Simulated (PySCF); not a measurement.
ClGeH5SSi, SMILES [GeH3][S][SiH2]Cl.

Geometry: B3LYP-D3(BJ)/def2-SVP. The structure was generated by enumeration, and PubChem lists no compound with its InChIKey, so it may never have been made. One conformer was computed; it need not be the lowest.

Two levels are set side by side: TDDFT-PBE/def2-SVPD (PySCF) and TDDFT-CAM-B3LYP/def2-SVPD (PySCF). Vertical, same geometry. The lowest singlet is HOMO→LUMO 99 % with PBE and HOMO→LUMO 89 % with the other functional; states are paired by order. Differences are taken from unrounded values.

```json
[
 {"quantity": "lowest singlet excitation (eV)", "TDDFT-PBE": "5.02"},
 {"quantity": "lowest triplet excitation (TDA) (eV)", "TDDFT-PBE": "4.67"}
]
```

Task: These are the TDDFT-PBE values. What does TDDFT-CAM-B3LYP give? (Estimate from the structure and the level; the computed values follow.)

Result: 
```json
[
 {"quantity": "lowest singlet excitation (eV)", "TDDFT-CAM-B3LYP": "5.64", "TDDFT-PBE minus TDDFT-CAM-B3LYP": "-0.62"},
 {"quantity": "lowest triplet excitation (TDA) (eV)", "TDDFT-CAM-B3LYP": "5.23", "TDDFT-PBE minus TDDFT-CAM-B3LYP": "-0.56"}
]
```

Functionals without exact exchange tend to place singlet excitations lower, as here. Differences between two approximate levels are no errors against the true value.

Rough cost on one machine, each run with all the roots and properties that it gave: TDDFT-CAM-B3LYP against TDDFT-PBE about 7 times.
